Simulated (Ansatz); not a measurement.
`NC1CO[SiH2]1` at its PBE0-D4/def2-TZVP geometry, where that method's forces vanish. Charge 0, multiplicity 1.

```xyz
12

N    -1.2005    1.2649   -0.1448
C    -0.6311   -0.0553   -0.0817
C     0.5854   -0.4473   -0.9751
O     1.4824   -1.0340   -0.0056
Si    0.5565   -0.5527    1.2968
H    -0.5102    1.9849    0.0246
H    -1.6287    1.4504   -1.0435
H    -1.4305   -0.7925   -0.1980
H     0.3651   -1.1791   -1.7583
H     1.0432    0.4384   -1.4309
H     0.2270   -1.6538    2.2398
H     1.1412    0.5762    2.0768
```

**Question.** What forces (eV/Å) does r2SCAN-D4/def2-TZVPP give on these atoms in the Gaussian-basis code of Ansatz? (An estimate is asked.)

**Answer.** The calculation gave: 
```
N1  -0.148  0.164  0.047
C2  -0.092 -0.109  0.096
C3  -0.097  0.090 -0.311
O4   0.295 -0.200  0.177
Si5 -0.002  0.005  0.086
H6   0.031  0.014 -0.020
H7   0.003  0.018 -0.037
H8  -0.010  0.007 -0.021
H9   0.012 -0.014 -0.010
H10  0.004  0.018 -0.001
H11  0.013  0.015 -0.003
H12 -0.010 -0.009 -0.004
```
